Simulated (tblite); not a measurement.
C3H5F5SeSi.
Atom-mapped SMILES: `[F:1][SiH2:2][Se:3][CH2:4][C:5]([F:6])([F:7])[CH:8]([F:9])[F:10]` (hydrogens: H11, H12 on Si2; H13, H14 on C4; H15 on C8)

Computed with GFN2-xTB (tblite), gas phase: L-BFGS steps from a force-field or distance-geometry start until the largest atomic force falls under 0.01 eV/Å.

Step 93: E = -1023.9368 eV
```
atom  x, y, z in Å  |  force x, y, z in eV/Å
F1      2.1050   -0.7276   -1.5898    0.183   0.132   0.306
Si2     2.9215   -0.1644   -0.3109    0.034  -0.134  -0.139
Se3     1.4781    1.1544    0.8781   -0.049   0.007  -0.050
C4     -0.1478    0.9022   -0.2105   -0.031   0.005  -0.041
C5     -1.1031   -0.0787    0.4292   -0.008  -0.029  -0.049
F6     -1.6368    0.4328    1.5669   -0.026  -0.073  -0.041
F7     -0.4810   -1.2264    0.8056    0.012   0.043  -0.017
C8     -2.2558   -0.4697   -0.5320   -0.035   0.045  -0.004
F9     -2.9157    0.6363   -0.9304    0.049   0.013  -0.011
F10    -1.7387   -1.0409   -1.6379   -0.047   0.027   0.051
H11     3.9679    0.6763   -0.8947   -0.159  -0.176   0.087
H12     3.3126   -1.3346    0.4726   -0.062   0.168  -0.186
H13     0.1294    0.5436   -1.2007    0.042   0.002  -0.007
H14    -0.6576    1.8634   -0.2935    0.035   0.020   0.018
H15    -2.9824   -1.1587   -0.0794    0.062  -0.050   0.081
```

Step 94: E = -1023.9401 eV
```
atom  x, y, z in Å  |  force x, y, z in eV/Å
F1      2.1194   -0.8003   -1.5237    0.012   0.036   0.058
Si2     2.9399   -0.1527   -0.3024   -0.013  -0.006   0.006
Se3     1.4699    1.1119    0.9061   -0.043   0.025  -0.014
C4     -0.1389    0.8789   -0.2112   -0.017   0.005  -0.029
C5     -1.1134   -0.0881    0.4189   -0.008  -0.018  -0.027
F6     -1.6376    0.4196    1.5626   -0.016  -0.044  -0.025
F7     -0.5119   -1.2495    0.7827    0.022   0.011  -0.010
C8     -2.2769   -0.4471   -0.5389   -0.030   0.018   0.009
F9     -2.9258    0.6730   -0.9118    0.018   0.030  -0.011
F10    -1.7775   -1.0040   -1.6590   -0.031   0.002   0.012
H11     3.9083    0.7117   -0.9535    0.012  -0.026   0.004
H12     3.4248   -1.2639    0.4899    0.009  -0.028  -0.024
H13     0.1498    0.5092   -1.1937    0.035   0.006  -0.015
H14    -0.6313    1.8472   -0.3052    0.010   0.026   0.006
H15    -3.0033   -1.1379   -0.0882    0.042  -0.034   0.060
```

Problem. Estimate the geometry and energy of step 95. (The exact step hangs on the optimiser's Hessian estimate; all steps are aligned on step 94, rigid shifts and turns removed.)

Solution. E = -1023.9414 eV, largest force 0.090 eV/Å
```
atom  x, y, z in Å  |  force x, y, z in eV/Å
F1      2.1167   -0.7785   -1.5407    0.022   0.040   0.077
Si2     2.9343   -0.1562   -0.3036   -0.013  -0.011  -0.004
Se3     1.4714    1.1237    0.8988   -0.043   0.025  -0.021
C4     -0.1414    0.8861   -0.2119   -0.018   0.004  -0.030
C5     -1.1099   -0.0855    0.4206   -0.007  -0.020  -0.033
F6     -1.6363    0.4224    1.5635   -0.019  -0.049  -0.031
F7     -0.5018   -1.2426    0.7875    0.024   0.010  -0.010
C8     -2.2710   -0.4536   -0.5367   -0.034   0.019   0.005
F9     -2.9229    0.6622   -0.9164    0.014   0.043  -0.011
F10    -1.7698   -1.0147   -1.6540   -0.023   0.001   0.022
H11     3.9238    0.6991   -0.9358    0.003  -0.033   0.011
H12     3.3928   -1.2827    0.4842    0.002  -0.019  -0.036
H13     0.1453    0.5199   -1.1964    0.033   0.004  -0.014
H14    -0.6393    1.8519   -0.3028    0.018   0.028   0.009
H15    -2.9963   -1.1434   -0.0836    0.042  -0.042   0.066
```

The energy changes by -0.0012 eV. The first-order estimate −F·Δx gives -0.0013 eV and the mean of the old and new forces, exact on a quadratic surface, -0.0012 eV. The step makes an angle of 83° with the force vector and moves no atom by more than 0.038 Å.

What follows is the cost of the whole relaxation. Time: 1.3 s wall. Hardware: Arm Neoverse V1, one thread, shared host with 32 logical CPUs at a one-minute load of 5.7.
